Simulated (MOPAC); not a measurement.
MOPAC input (AM1):

```
AM1 FORCE THERMO(298,298) PRECISE LET UHF MS=0.5 GEO-OK AUX(PRECISION=9) THREADS=1
C2H7GeO

C    -2.23061477 1   -0.04320677 1    0.04940859 1
C    -1.25994033 1   -0.50849199 1    1.11617774 1
O    -0.07497324 1   -1.00887430 1    0.57809153 1
Ge    0.81100888 1    0.31458329 1   -0.39715612 1
H    -1.77644512 1    0.77692792 1   -0.56439953 1
H    -2.49266171 1   -0.88789089 1   -0.63204816 1
H    -3.16462118 1    0.34105526 1    0.52271321 1
H    -1.70162953 1   -1.36962816 1    1.69634986 1
H    -1.04272708 1    0.33086067 1    1.83575487 1
H     2.04226188 1   -0.38192955 1   -1.01578663 1
H     0.80241422 1    1.67271762 1    0.33849325 1
```

Output:

```
 *******************************************************************************
 **                                                                           **
 **                              MOPAC v23.2.5                                **
 **                                                                           **
 *******************************************************************************
 ** MOPAC's Digital Object Identifier: https://doi.org/10.5281/zenodo.6511958 **
 **                                                                           **
 ** Please cite the open-source release paper for use of this MOPAC version:  **
 ** J. E. Moussa and J. J. P. Stewart (2026)                                  **
 ** MOPAC: An open-source semiempirical molecular orbital program             **
 ** J. Open Source Softw., 11(119), 8025, https://doi.org/10.21105/joss.08025 **
 *******************************************************************************

                              AM1 CALCULATION RESULTS

 *******************************************************************************
 *  AM1        - The AM1 Hamiltonian to be used
 *  GEO-OK     - OVERRIDE INTERATOMIC DISTANCE AND OTHER SAFETY CHECKS
 *  UHF        - UNRESTRICTED HARTREE-FOCK CALCULATION
 *  MS=        - IN MECI, MAGNETIC COMPONENT OF SPIN =  0.5
 *  LET        - OVERRIDE SOME SAFETY CHECKS
 *  PRECISE    - TIGHTER CRITERIA TO BE USED
 *  FORCE      - FORCE CALCULATION SPECIFIED
 *  AUX        - OUTPUT AUXILIARY INFORMATION
 *  THERMO     - THERMODYNAMIC QUANTITIES TO BE CALCULATED
 *******************************************************************************
AM1 FORCE THERMO(298,298) PRECISE LET UHF MS=0.5 GEO-OK AUX(PRECISION=9) THREADS=1
 C2H7GeO

   ATOM   CHEMICAL          X               Y               Z
  NUMBER   SYMBOL      (ANGSTROMS)     (ANGSTROMS)     (ANGSTROMS)

     1       C         -2.23061477  *  -0.04320677  *   0.04940859  *
     2       C         -1.25994033  *  -0.50849199  *   1.11617774  *
     3       O         -0.07497324  *  -1.00887430  *   0.57809153  *
     4      Ge          0.81100888  *   0.31458329  *  -0.39715612  *
     5       H         -1.77644512  *   0.77692792  *  -0.56439953  *
     6       H         -2.49266171  *  -0.88789089  *  -0.63204816  *
     7       H         -3.16462118  *   0.34105526  *   0.52271321  *
     8       H         -1.70162953  *  -1.36962816  *   1.69634986  *
     9       H         -1.04272708  *   0.33086067  *   1.83575487  *
    10       H          2.04226188  *  -0.38192955  *  -1.01578663  *
    11       H          0.80241422  *   1.67271762  *   0.33849325  *

          CARTESIAN COORDINATES

    NO.       ATOM           X           Y           Z

     1         C         -2.2306     -0.0432      0.0494
     2         C         -1.2599     -0.5085      1.1162
     3         O         -0.0750     -1.0089      0.5781
     4        Ge          0.8110      0.3146     -0.3972
     5         H         -1.7764      0.7769     -0.5644
     6         H         -2.4927     -0.8879     -0.6320
     7         H         -3.1646      0.3411      0.5227
     8         H         -1.7016     -1.3696      1.6963
     9         H         -1.0427      0.3309      1.8358
    10         H          2.0423     -0.3819     -1.0158
    11         H          0.8024      1.6727      0.3385

[...]
 VIBRATION         23   23A           ATOM PAIR      ENERGY CONTRIBUTION    RADIAL
 FREQUENCY          3001.34         C  2 -- H  9         +56.4% ( 77.9%)     98.8%
 TRANSITION DIPOLE   0.2025         C  2 -- H  8         +33.4% ( 60.0%)     96.6%
 TRAVEL (Ang.)       0.2214         C  1 -- H  5          +4.8% ( 22.7%)     99.0%
 REDUCED MASS        0.4584         C  1 -- H  6          +2.7% ( 16.9%)     95.6%
 EFFECTIVE MASS      1.4492
 FORCE CONSTANT      2.4329

 VIBRATION         24   24A           ATOM PAIR      ENERGY CONTRIBUTION    RADIAL
 FREQUENCY          3036.10         C  1 -- H  5         +74.4% ( 88.4%)     99.8%
 TRANSITION DIPOLE   0.0724         C  2 -- H  9          +8.3% ( 29.5%)     99.9%
 TRAVEL (Ang.)       0.1948         C  1 -- H  7          +8.2% ( 29.3%)     76.3%
 REDUCED MASS        0.5854         C  1 -- H  6          +8.0% ( 29.0%)     76.2%
 EFFECTIVE MASS      1.4567
 FORCE CONSTANT      3.1792

 VIBRATION         25   25A           ATOM PAIR      ENERGY CONTRIBUTION    RADIAL
 FREQUENCY          3066.67         C  2 -- H  8         +36.5% ( 61.1%)     99.1%
 TRANSITION DIPOLE   0.1917         C  1 -- H  6         +32.2% ( 57.4%)     98.6%
 TRAVEL (Ang.)       0.2773         C  1 -- H  7         +18.5% ( 43.5%)     95.7%
 REDUCED MASS        0.2860         C  2 -- H  9         +10.8% ( 33.2%)     90.3%
 EFFECTIVE MASS      1.3571
 FORCE CONSTANT      1.5846

 VIBRATION         26   26A           ATOM PAIR      ENERGY CONTRIBUTION    RADIAL
 FREQUENCY          3075.92         C  1 -- H  7         +31.1% ( 56.3%)     98.5%
 TRANSITION DIPOLE   0.1004         C  2 -- H  8         +26.2% ( 51.6%)     97.3%
 TRAVEL (Ang.)       0.2958         C  1 -- H  6         +20.5% ( 45.7%)     95.8%
 REDUCED MASS        0.2505         C  2 -- H  9         +19.3% ( 44.3%)     95.8%
 EFFECTIVE MASS      1.3644
 FORCE CONSTANT      1.3963

 VIBRATION         27   27A           ATOM PAIR      ENERGY CONTRIBUTION    RADIAL
 FREQUENCY          3150.63         C  1 -- H  7         +44.7% ( 64.6%)     97.7%
 TRANSITION DIPOLE   0.1430         C  1 -- H  6         +38.4% ( 59.8%)     96.9%
 TRAVEL (Ang.)       0.2433         C  1 -- H  5         +16.2% ( 38.9%)     90.0%
 REDUCED MASS        0.3615         C  2 -- H  9          +0.3% (  5.1%)     89.0%
 EFFECTIVE MASS      1.1408
 FORCE CONSTANT      2.1141

      SYMMETRY NUMBER FOR POINT-GROUP C1  =  1

          SYSTEM IS A GROUND STATE

 C2H7GeO

          MOLECULE IS NOT LINEAR

          THERE ARE 27 GENUINE VIBRATIONS IN THIS SYSTEM
          THIS THERMODYNAMICS CALCULATION IS LIMITED TO
          MOLECULES WHICH HAVE NO INTERNAL ROTATIONS

                    CALCULATED THERMODYNAMIC PROPERTIES
                                          *
   TEMP. (K)   PARTITION FUNCTION   H.O.F.    ENTHALPY  HEAT CAPACITY ENTROPY
                                   KCAL/MOL   CAL/MOLE    CAL/K/MOL  CAL/K/MOL

 298.00  VIB.     0.3345D+02                  2450.4319    15.7268    15.1983
         ROT.     0.1059D+06                   888.2803     2.9808    25.9740
         INT.     0.3544D+07                  3338.7122    18.7076    41.1723
         TRA.     0.1266D+28                  1480.4672     4.9680    40.2509
         TOT.                      -43.483    4819.1794    23.6756    81.4233

   *: NOTE: HEATS OF FORMATION ARE RELATIVE TO THE
            ELEMENTS IN THEIR STANDARD STATE AT 298K
              (=  Standard Enthalpy of Formation).

            Hvib:  Zero-point energy is not included.
                   frequencies of less than zero cm-1 are not included.
            Hrot = (3/2)RT
            Htra = (3/2)RT + pV = (5/2)RT

            Heat capacity is Cp, not Cv

          For more information, see: HTTP://OpenMOPAC.net/Manual/thermochemistry.html

           FORCE CONSTANT IN CARTESIAN COORDINATES (Millidynes/A)

    ATOM   CHEMICAL       X               Y               Z
   NUMBER   SYMBOL  FORCE CONSTANT  FORCE CONSTANT  FORCE CONSTANT

      1       C        8.582783        8.293229        7.953080
      2       C        8.771542        9.598097        8.151262
      3       O        2.613481        8.576996        3.997532
      4      Ge        0.939230        4.321431        4.827433
      5       H        1.357015        1.598247        3.657352
      6       H        1.333316        1.708665        3.707001
      7       H        1.322871        4.797418        0.650407
      8       H        1.282996        1.784475        3.770005
      9       H        1.312498        2.128760        3.334175
     10       H        0.342679        1.870886        0.174819
     11       H        0.051811        0.820522        1.508294

 **********************
 *                    *
 * JOB ENDED NORMALLY *
 *                    *
 **********************

 == MOPAC DONE ==
```
